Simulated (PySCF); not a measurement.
## Calculated data, Al₂ClFH, AlClH₂NSi, CH₆BOSi, AlB₂H₄

Calculation on a computer-drawn molecule: the log of a Hartree-Fock and frozen-core CCSD(T) single point meant for a local Hartree-Fock minimum, with one planted fault or none, to be diagnosed. Offsets are logged minus clean, where the clean run is the same molecule without the fault. The reference is restricted for singlets and unrestricted otherwise, and also for a bond in bohr or an excited solution. Adding or removing an electron swaps singlet and doublet. The excited solution moves the top pair (singlet) or top alpha electron (doublet) to the lowest empty orbital. Highest occupied and lowest empty are orbital energies over both spins, largest force is the largest gradient component, triples share is (T) over the correlation energy, the T1 limit is 0.02 restricted and 0.045 unrestricted, electrons count all cores, a negative frequency is imaginary (commonest isotopes), and the dipole is about the centre of nuclear charge. Program: PySCF 2.14.0.

Common to all runs: meant basis cc-pV(D+d)Z; logged SCF converged yes; logged CC converged yes; logged SCF stable within its kind yes; possible faults no fault, one electron removed, one electron added, multiplicity raised by two, geometry at a saddle point, SCF held on an excited solution, minimal basis STO-3G, one bond length entered in bohr, all coordinates scaled.

(1) 
```xyz
5
formula=Al2ClFH meant_charge=1 meant_multiplicity=1 logged_electrons=52 logged_basis_functions=33 logged_spin_squared=0 logged_highest_occupied=-13.603 logged_lowest_empty=0.035504 logged_largest_force=0.033031 logged_T1_diagnostic=0.019998 logged_D1_diagnostic=0.053593 logged_triples_share=0.082297 logged_dipole_magnitude=5.5596 logged_energy_HF=-1031.20004 logged_energy_CCSD(T)=-1031.30619 planted_fault=minimal_basis_STO-3G HF_energy_offset_from_clean_run=7562 CCSD(T)_energy_offset_from_clean_run=7786
F      0.5179    -3.2298     4.9234
Al     0.0089    -2.4514     3.5993
Al    -0.7885    -1.1127     1.3756
Cl     0.7522     0.1426     0.8532
H     -2.2005    -1.4709     0.8606
```

Units: logged_highest_occupied, logged_lowest_empty in eV; logged_largest_force in hartree/bohr; logged_dipole_magnitude in debye; logged_energy_HF, logged_energy_CCSD(T) in hartree; HF_energy_offset_from_clean_run, CCSD(T)_energy_offset_from_clean_run in kcal/mol.

Drawn bonds:
```tsv
atom	other atom	order
1	2	1
2	3	1
3	4	1
3	5	1
```

(2) 
```xyz
6
formula=AlClH2NSi meant_charge=0 meant_multiplicity=2 logged_electrons=54 logged_basis_functions=93 logged_spin_squared=0 logged_highest_occupied=-0.052804 logged_lowest_empty=6.115 logged_largest_force=0.050525 logged_T1_diagnostic=0.026335 logged_D1_diagnostic=0.10541 logged_triples_share=0.03736 logged_dipole_magnitude=12.028 logged_energy_HF=-1045.97553 logged_energy_CCSD(T)=-1046.5044 planted_fault=one_electron_added HF_energy_offset_from_clean_run=18.72 CCSD(T)_energy_offset_from_clean_run=-7.839
Al     0.9549     0.6169    -0.7252
N      0.9403     2.2206    -1.4536
Si     1.1120     3.6402    -2.0494
Cl     2.4465     5.0519    -1.4263
H     -0.0202     0.3213     0.5046
H      0.3653     4.2342    -3.1567
```

Units: logged_highest_occupied, logged_lowest_empty in eV; logged_largest_force in hartree/bohr; logged_dipole_magnitude in debye; logged_energy_HF, logged_energy_CCSD(T) in hartree; HF_energy_offset_from_clean_run, CCSD(T)_energy_offset_from_clean_run in kcal/mol.

Drawn bonds:
```tsv
atom	other atom	order
1	2	1
2	3	2
3	4	1
1	5	1
3	6	1
```

Notes: T1 above single-reference limit.

(3) 
```xyz
10
formula=CH6BOSi meant_charge=0 meant_multiplicity=2 logged_electrons=39 logged_basis_functions=30 logged_spin_squared=0.7665 logged_highest_occupied=-9.0082 logged_lowest_empty=7.7179 logged_largest_force=0.041036 logged_T1_diagnostic=0.017867 logged_D1_diagnostic=0.079779 logged_triples_share=0.026159 logged_dipole_magnitude=1.9595 logged_energy_HF=-424.74471 logged_energy_CCSD(T)=-424.95436
B     -1.9159    -0.1674    -0.0698
O     -0.7868    -0.2601     0.6585
Si     0.8477    -0.1821     0.3441
C      1.6053     1.2574     1.2203
H     -1.8625     0.0195    -1.2605
H     -2.9724    -0.2736     0.4930
H      1.0466    -0.0528    -1.1148
H      1.4330    -1.4434     0.8356
H      1.7429     2.2258     0.7473
H      1.9100     1.2127     2.2621
```

Units: logged_highest_occupied, logged_lowest_empty in eV; logged_largest_force in hartree/bohr; logged_dipole_magnitude in debye; logged_energy_HF, logged_energy_CCSD(T) in hartree.

Drawn bonds:
```tsv
atom	other atom	order
1	2	1
2	3	1
3	4	1
1	5	1
1	6	1
3	7	1
3	8	1
4	9	1
4	10	1
```

(4) 
```xyz
7
formula=AlB2H4 meant_charge=0 meant_multiplicity=2 logged_electrons=27 logged_basis_functions=71 logged_spin_squared=0.7595 logged_highest_occupied=-8.3958 logged_lowest_empty=0.26127 logged_largest_force=0.037382 logged_T1_diagnostic=0.020571 logged_D1_diagnostic=0.075856 logged_triples_share=0.028148 logged_dipole_magnitude=0.63353 logged_energy_HF=-293.48263 logged_energy_CCSD(T)=-293.74767
B     -2.9882     0.2239    -0.1530
B     -1.2470     0.3354    -0.5288
Al     1.0022     0.4780    -1.0146
H     -3.6417    -0.9093    -0.3097
H     -3.6528     1.2725     0.2880
H      1.8308     1.9822    -0.7978
H      1.8431    -0.9204    -1.5922
```

Units: logged_highest_occupied, logged_lowest_empty in eV; logged_largest_force in hartree/bohr; logged_dipole_magnitude in debye; logged_energy_HF, logged_energy_CCSD(T) in hartree.

Drawn bonds:
```tsv
atom	other atom	order
1	2	1
2	3	1
1	4	1
1	5	1
3	6	1
3	7	1
```

Q: Which fault was planted in the run of CH₆BOSi (entry 3)?
A: minimal basis STO-3G

Q: Which fault was planted in the run of AlB₂H₄ (entry 4)?
A: all coordinates scaled, by +9.5 %

Further results for CH₆BOSi (entry 3):

| Property | Result |
| --- | --- |
| HF energy offset from clean run | 3229 kcal/mol |
| CCSD(T) energy offset from clean run | 3440 kcal/mol |

Further results for AlB₂H₄ (entry 4):

| Item | Value |
| --- | --- |
| HF energy offset from clean run | 23.11 kcal/mol |
| CCSD(T) energy offset from clean run | 19.94 kcal/mol |
